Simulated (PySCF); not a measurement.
C₃H₅ClOSi, SMILES C1O[Si@@H](CC=1)Cl.

Geometry: B3LYP-D3(BJ)/def2-SVP. The structure was generated by enumeration; whether it is a known compound was not checked. Other conformers were not sampled.

Two levels are set side by side: PBE/def2-TZVP (PySCF) and r2SCAN/def2-TZVP (PySCF). Same geometry, gas phase. Differences are taken from unrounded values.

| quantity | PBE |
|---|---|
| orbital gap (eV) | 4.90 |
| highest occupied level (eV) | -5.62 |
| lowest empty level (eV) | -0.72 |
| dipole moment (D) | 1.87 |
| mean polarisability (bohr³) | 71.8 |

**Question.** These are the PBE values. What does r2SCAN give? (Estimate from the structure and the level; the computed values follow.)

**Answer.** 
```json
[
 {"quantity": "orbital gap (eV)", "r2SCAN": "5.36", "PBE minus r2SCAN": "-0.46"},
 {"quantity": "highest occupied level (eV)", "r2SCAN": "-5.82", "PBE minus r2SCAN": "0.20"},
 {"quantity": "lowest empty level (eV)", "r2SCAN": "-0.46", "PBE minus r2SCAN": "-0.26"},
 {"quantity": "dipole moment (D)", "r2SCAN": "1.92", "PBE minus r2SCAN": "-0.05"},
 {"quantity": "mean polarisability (bohr³)", "r2SCAN": "70.0", "PBE minus r2SCAN": "1.8"}
]
```

Rough cost on one machine, each run with all the roots and properties that it gave: r2SCAN against PBE about 3 times.
